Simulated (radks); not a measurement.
Problem. Species: V V. Configuration: [Ar] 3d1. Method: Dirac Kohn-Sham, revPBE, spin-unpolarised, spherical densities, finite nucleus; open shells are shared between the two j in proportion to 2j + 1; Fermi nuclear charge, rms radius 3.6002 fm; computed with a radial shooting solver on a logarithmic mesh with Libxc functionals.

Spin-orbit splittings of the eigenvalues, e(l+1/2) - e(l-1/2), with zeta = 2 splitting/(2l+1) and mean radii in bohr:

shell  occ.  splitting (eV)  zeta (eV)  <r> j=l-1/2  <r> j=l+1/2
2p        6           7.093      4.729       0.2721       0.2749
3p        6          0.9097     0.6064       0.9638       0.9707
3d        1               ?          ?        1.080        1.082

Estimate the 3d splitting.

Solution. 0.09836 eV (zeta = 0.03934 eV).
